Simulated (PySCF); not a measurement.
Br₂Mg, charge -1, multiplicity 2. Atoms are numbered in the order given.

```xyz
3

Mg     0.0000     0.0000    -1.0970
Br     0.0000     2.1868     0.1881
Br     0.0000    -2.1868     0.1881
```
Charge -1, spin multiplicity 2.

The structure is a stationary point at B3LYP-D3(BJ)/def2-SVPD.

Computed with PBE0/def2-TZVPD (PySCF).

Mulliken values depend strongly on the basis, most of all with diffuse functions as here. ESP charges are fitted to the potential on shells at 1.4 to 2.0 van der Waals radii. Atomic charges (e):

```json
[
 {"atom": "Mg1", "Mulliken": "0.13", "ESP fit": "___", "Mulliken spin": "1.06"},
 {"atom": "Br2", "Mulliken": "-0.57", "ESP fit": "___", "Mulliken spin": "-0.03"},
 {"atom": "Br3", "Mulliken": "-0.57", "ESP fit": "___", "Mulliken spin": "-0.03"}
]
```

Problem. Fill in the missing entries. (The exact figures need the calculation; the answer reports its results.)

Solution. 
- Mg1, ESP fit: -0.02
- Br2, ESP fit: -0.49
- Br3, ESP fit: -0.49
